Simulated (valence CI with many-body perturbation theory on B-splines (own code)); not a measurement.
## Forbidden lines of Ba40+

Computed by valence CI with perturbative core correlation (CI+MBPT): six valence electrons over a frozen Dirac-Fock core [Ne], a basis of 9 s, 9 p, 8 d, 6 f, 3 g, 1 h functions for each j, with the one-electron correlation potential Σ1 (screened to all orders), the two-electron term Σ2, the three-electron term Σ3, Breit, model QED; selected single and double excitations, second order for the rest, scaled by the run's own slope (own B-spline code, finite nucleus).

The last digits are not significant, and no measured levels were compared; by estimate large intervals hold to a few tenths of a per cent, small ones and those within an open d or f shell to about a per cent. Among the levels kept, up to 1100 cm⁻¹ of a level comes from second order outside the variational space, and about a tenth of that is noise between levels of different J, which matters for small intervals.

Lines 1 to 27 of 27 in falling wavelength, among levels below 2563500 cm⁻¹, chosen from the decays that carry over 1 % of a level's rate. Wavelengths and rates use the calculated energies. Electric multipoles are in the length gauge with retardation, E1 and E2 with the static RPA response of the core. M1 uses the relativistic operator with retardation. Weak lines are less certain than strong ones. Lines between different terms over intervals too small for the method are left out, as are lines whose strength nearly cancels.

Levels are named by their leading jj configuration (3d3/2^4 stands for four electrons in 3d with j = 3/2), which in mixed levels can hold well under half, so a name can repeat and another be missing. Letters in brackets count levels of one name in rising energy.

```tsv
λ vac (Å)	Upper	Lower	Type	A (s⁻¹)	Branch %
925.3	(3s^2 3p1/2^2 3p3/2^2) J=0	(3s^2 3p1/2^2 3p3/2^2) J=2	E2	7.19e+00	100.0
677.1	(3s^2 3p1/2 3p3/2^2 3d5/2) J=4 [b]	(3s^2 3p1/2 3p3/2^2 3d3/2) J=4	M1	1.33e+04	1.2
659.3	(3s^2 3p1/2^2 3p3/2 3d5/2) J=4	(3s^2 3p1/2^2 3p3/2 3d3/2) J=3	M1	4.53e+04	93.6
591.3	(3s^2 3p1/2 3p3/2^2 3d5/2) J=5	(3s^2 3p1/2 3p3/2^2 3d3/2) J=4	M1	5.46e+04	4.4
488.3	(3s^2 3p1/2 3p3/2^2 3d5/2) J=4 [b]	(3s^2 3p1/2 3p3/2^2 3d3/2) J=3 [a]	M1	4.70e+04	4.1
266.9	(3s^2 3p1/2 3p3/2^2 3d5/2) J=0	(3s 3p1/2^2 3p3/2^3) J=1	M1	3.29e+05	1.6
223.0	(3s^2 3p1/2 3p3/2^2 3d3/2) J=4	(3s^2 3p1/2^2 3p3/2 3d5/2) J=3	M1	6.56e+04	5.9
188.7	(3s^2 3p1/2 3p3/2^2 3d5/2) J=4 [a]	(3s^2 3p1/2^2 3p3/2 3d5/2) J=3	M1	1.33e+06	22.7
188.6	(3s^2 3p1/2 3p3/2^2 3d5/2) J=0	(3s^2 3p1/2^2 3p3/2 3d5/2) J=1	M1	1.18e+06	5.8
170.7	(3s^2 3p1/2 3p3/2^2 3d3/2) J=4	(3s^2 3p1/2^2 3p3/2 3d5/2) J=4	M1	6.29e+04	5.7
167.7	(3s^2 3p1/2 3p3/2^2 3d5/2) J=4 [b]	(3s^2 3p1/2^2 3p3/2 3d5/2) J=3	M1	5.10e+05	44.6
161.1	(3s^2 3p1/2 3p3/2^3) J=1	(3s^2 3p1/2^2 3p3/2^2) J=0	M1	1.70e+06	21.6
149.9	(3s^2 3p1/2 3p3/2^2 3d5/2) J=4 [a]	(3s^2 3p1/2^2 3p3/2 3d5/2) J=4	M1	4.30e+06	73.2
137.2	(3s^2 3p1/2 3p3/2^3) J=1	(3s^2 3p1/2^2 3p3/2^2) J=2	M1	6.17e+06	78.1
136.3	(3s^2 3p1/2 3p3/2^2 3d5/2) J=4 [b]	(3s^2 3p1/2^2 3p3/2 3d5/2) J=4	M1	5.23e+05	45.8
136.3	(3s^2 3p1/2 3p3/2^2 3d5/2) J=4 [b]	(3s^2 3p1/2^2 3p3/2 3d5/2) J=4	E2	1.62e+04	1.4
135.6	(3s^2 3p1/2 3p3/2^2 3d3/2) J=4	(3s^2 3p1/2^2 3p3/2 3d3/2) J=3	M1	9.47e+05	85.1
135.6	(3s^2 3p1/2 3p3/2^2 3d3/2) J=4	(3s^2 3p1/2^2 3p3/2 3d3/2) J=3	E2	2.22e+04	2.0
133.0	(3s^2 3p1/2 3p3/2^2 3d5/2) J=4 [b]	(3s^2 3p1/2^2 3p3/2 3d5/2) J=2	E2	1.25e+04	1.1
132.5	(3s^2 3p1/2 3p3/2^2 3d5/2) J=5	(3s^2 3p1/2^2 3p3/2 3d5/2) J=4	M1	1.15e+06	93.0
132.5	(3s^2 3p1/2 3p3/2^2 3d5/2) J=5	(3s^2 3p1/2^2 3p3/2 3d5/2) J=4	E2	2.25e+04	1.8
127.8	(3s^2 3p1/2 3p3/2^2 3d3/2) J=4	(3s^2 3p1/2^2 3p3/2 3d3/2) J=2	E2	1.15e+04	1.0
127.1	(3s^2 3p1/2 3p3/2^3) J=2	(3s^2 3p1/2^2 3p3/2^2) J=2	M1	3.98e+06	98.7
127.1	(3s^2 3p1/2 3p3/2^3) J=2	(3s^2 3p1/2^2 3p3/2^2) J=2	E2	4.67e+04	1.2
122.1	(3s^2 3p1/2 3p3/2^2 3d5/2) J=4 [a]	(3s^2 3p1/2^2 3p3/2 3d3/2) J=3	M1	2.26e+05	3.8
120.6	(3s^2 3p3/2^4) J=0	(3s^2 3p1/2 3p3/2^3) J=1	M1	1.83e+07	96.7
66.27	(3s^2 3p1/2^2 3p3/2 3d5/2) J=4	(3s^2 3p1/2^2 3p3/2^2) J=2	M2	3.10e+03	6.4
```
